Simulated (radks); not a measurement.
The numbers below are computed, except where a source is named.
Species: the selenium ion Se2+. Configuration: [Ar] 3d10 4s2 4p2. Level of theory: scalar-relativistic Kohn-Sham, PBE, spin-unpolarised, spherical densities, point nucleus (a radial shooting solver on a logarithmic mesh with Libxc functionals). Some entries of the table are withheld. Estimate them.

| orbital | occ. | eigenvalue (hartree) | <1/r> (bohr^-1) |
|---|---|---|---|
| 1s | 2 | -460.4063 | (1) |
| 2s | 2 | -59.90500 | 7.632 |
| 2p | 6 | -52.79206 | 7.475 |
| 3s | 2 | -8.68249 | (2) |
| 3p | 6 | -6.45771 | 2.336 |
| 3d | 10 | -2.78617 | (3) |
| 4s | 2 | -1.38307 | 0.7812 |
| 4p | 2 | -0.93579 | 0.6560 |

Answer. 
(1) 1s <1/r> (bohr^-1): 34.56
(2) 3s <1/r> (bohr^-1): 2.489
(3) 3d <1/r> (bohr^-1): 2.035
